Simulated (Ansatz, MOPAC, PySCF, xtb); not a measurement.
Dimer: H2O (SMILES O) (first 3 atoms) with AsH3 (SMILES [AsH3]); geometry from B3LYP-D3(BJ)/def2-TZVP, rigid monomers moved along the line of their centres of mass till H3···As4 is 4.85 Å.
(charge 0, multiplicity 1):
```xyz
7

O     -0.049     0.632    -0.600
H     -0.910     0.306    -0.879
H     -0.001     0.439     0.346
As     0.428    -1.088     4.932
H     -0.001    -0.398     6.218
H      1.843    -1.331     5.435
H     -0.062    -2.450     5.401
```

Counterpoise-corrected where a basis set is named; no monomer relaxation. Rows marked so take none.

Frozen-core correlation. Filled d and f shells under p-block atoms count as core. CBS: X⁻³ extrapolation of the correlation energy, Hartree–Fock from the larger set. Rows in 6-31G* carry no dispersion term and start afresh at each structure (6-31G* with six Cartesian d functions); the Pople sets are all-electron and without relativity. The state reached by PM3 isn't checked.

The values were computed with Ansatz (a program for electronic structure); MOPAC for PM3 (differences of heats of formation); PySCF for 6-31G* rows, the dispersion terms; xtb for the GFN methods. 

| level | interaction energy (meV) |
|---|---|
| PM3 | -4.5 |
| GFN1-xTB | -1.2 |
| HF/6-31G* | -17.3 |
| PBE/def2-TZVPPD | -13.4 |
| B3LYP/6-31G* (no counterpoise) | -15.3 |
| B3LYP-D3(BJ)/def2-TZVPPD | -14.0 |
| PBE0-D3(BJ)/def2-TZVPPD | -16.7 |
| M06-2X/6-31G* (no counterpoise) | … |
| CCSD(T)/CBS(aug-cc-pVDZ, aug-cc-pVTZ) | -15.4 |

Problem. Complete the blanks.

Solution. 
- M06-2X/6-31G* (no counterpoise), interaction energy (meV): -19.7
